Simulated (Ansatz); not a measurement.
Input for Ansatz (a first-principles code): R-RI-MP2/aug-cc-pVQZ on HBr (SMILES Br) with ghost functions, monomers drawn apart or pushed together. Files ending in .json are basis or fitting sets from the Basis Set Exchange. The run froze 14 orbitals, filled d shells among them.

Ansatz 0.2 input:
```yaml
crystal:
  periodic: [false, false, false]
  atoms:
    - {symbol: Br, position_ang: [-0.51819461, -1.78829107, 3.88573158]}
    - {symbol: H, position_ang: [-0.43289481, -1.05142519, 2.64223754]}
basis:
  gaussian:
    orbitals: aug-cc-pVQZ
    fitting: {mean_field: def2-universal-JKFIT, correlation: aug-cc-pVQZ-RIFIT.json}
    ghost_atoms:
      - {symbol: O, position_ang: [-0.18190976, 0.39201289, 0.47091361]}
      - {symbol: H, position_ang: [0.73983500, 0.47377152, 0.20090645]}
      - {symbol: H, position_ang: [-0.50177974, 1.29184150, 0.60203524]}
magnetization: {spin_polarized: false}
correlation: {method: mp2, electrons: outside_noble_gas}
scf: {lower_state_search: off}
```

Problem. What total energy does the run end on?

Solution. -2573.2453 hartree.
